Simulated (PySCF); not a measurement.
# Atomic charges by several schemes

Compound: C₆H₁₃NSi.
Geometry (GFN2-xTB, Å), atoms numbered from 1 in this order:
```
atom  x, y, z in Å
C1    -1.1257   -0.4058    1.5031
C2    -1.2342   -0.0809    0.2256
C3    -2.4921   -0.3387   -0.5518
C4    -0.1195    0.5437   -0.5799
C5     0.7945    1.4584    0.2450
N6     1.8052    0.6342    0.8743
Si7    2.1445   -0.8425    0.0761
C8     0.7606   -0.5598   -1.1922
H9    -1.9404   -0.8706    2.0343
H10   -0.2283   -0.2267    2.0663
H11   -2.2709   -0.8959   -1.4616
H12   -2.9516    0.6052   -0.8471
H13   -3.2101   -0.9027    0.0379
H14   -0.5797    1.1391   -1.3770
H15    0.2161    1.9939    1.0061
H16    1.2545    2.2080   -0.4164
H17    2.4210    1.1280    1.4970
H18    1.9392   -1.9787    0.9773
H19    3.4619   -0.9303   -0.5692
H20    1.1770   -0.2148   -2.1391
H21    0.1690   -1.4462   -1.4091
```

Density: PBE0/pcSseg-1 (PySCF); schemes: Mulliken, IAO, Hirshfeld and ESP-fitted. The structure is a single GFN2-xTB conformer in the gas phase; no vibrational or solvent corrections.

Task: Atoms with like bonding are taken together and averaged. Do the Mulliken, IAO, Hirshfeld and ESP-fitted schemes agree on where the charge is highest?

Result: All schemes agree: Mulliken Si7 (+0.782); IAO Si7 (+0.882); Hirshfeld Si7 (+0.366); ESP-fitted Si7 (+0.558).

Task: At which atom do the 4 schemes differ most?

Result: At C2: from -0.401 (Mulliken) to +0.203 e (ESP-fitted), 0.604 e apart.

Task: Do the Mulliken, IAO, Hirshfeld and ESP-fitted schemes agree on where the charge is lowest?

Result: All schemes agree: Mulliken N6 (-0.672); IAO N6 (-0.691); Hirshfeld N6 (-0.242); ESP-fitted N6 (-0.583).

Task: Give the atomic charges in each scheme.

Result: In e; atoms taken as equivalent share a row and are averaged (×n: the atom named and its like, n in all):

```csv
atom,environment,Mulliken,IAO,Hirshfeld,ESP-fitted
C1,terminal =CH2 carbon,-0.056,-0.352,-0.120,-0.487
C2,fully substituted alkene carbon,-0.401,+0.028,+0.017,+0.203
C3,allylic carbon,-0.142,-0.421,-0.118,-0.501
C4,allylic carbon,-0.269,-0.109,-0.021,+0.061
C5,sp3 carbon bound to nitrogen,+0.074,-0.140,-0.025,-0.044
N6,silicon-bound nitrogen,-0.672,-0.691,-0.242,-0.583
Si7,SiH2 silicon,+0.782,+0.882,+0.366,+0.558
C8,sp3 carbon bound to silicon,-0.455,-0.542,-0.161,-0.347
H9,vinylic hydrogen,+0.094,+0.140,+0.038,+0.175
H10,vinylic hydrogen,+0.122,+0.151,+0.032,+0.155
H11/H12/H13,methyl hydrogen,+0.118,+0.144,+0.043,+0.140
H14,methine hydrogen,+0.109,+0.132,+0.039,+0.051
H15,methylene hydrogen,+0.118,+0.135,+0.033,+0.053
H16,methylene hydrogen,+0.106,+0.112,+0.026,+0.056
H17,N–H hydrogen,+0.180,+0.256,+0.116,+0.309
H18,Si–H hydrogen,-0.109,-0.150,-0.089,-0.133
H19,Si–H hydrogen,-0.117,-0.153,-0.091,-0.142
H20,methylene hydrogen,+0.138,+0.144,+0.036,+0.098
H21,methylene hydrogen,+0.143,+0.146,+0.034,+0.099
```

Mean size of the charges over all atoms: IAO 0.244 e, ESP-fitted 0.213 e, Mulliken 0.212 e, Hirshfeld 0.083 e. Each set sums to the total charge, 0, to within 0.001 e. The Mulliken scheme gives each basis function's population to the atom it is centred on and halves the overlap population of two atoms between them. The Hirshfeld scheme divides the density at each point in proportion to the densities of the neutral, spherically averaged free atoms.

Task: How closely do the schemes follow one another over all atoms?

Result: Correlation coefficient and root-mean-square difference: IAO with Hirshfeld 0.98, 0.208 e; IAO with ESP-fitted 0.94, 0.114 e; Hirshfeld with ESP-fitted 0.92, 0.172 e; Mulliken with IAO 0.89, 0.147 e; Mulliken with Hirshfeld 0.88, 0.191 e; Mulliken with ESP-fitted 0.73, 0.209 e.

Task: Sum the charges by element, for elements with more than one atom.

Result: 
```csv
element,atoms,Mulliken,IAO,Hirshfeld,ESP-fitted
C,6,-1.250,-1.536,-0.428,-1.116
H,13,+1.139,+1.345,+0.304,+1.140
```

Task: How many electrons does the Hirshfeld scheme count on C3?

Result: Z − q = 6 − (-0.118) = 6.118.
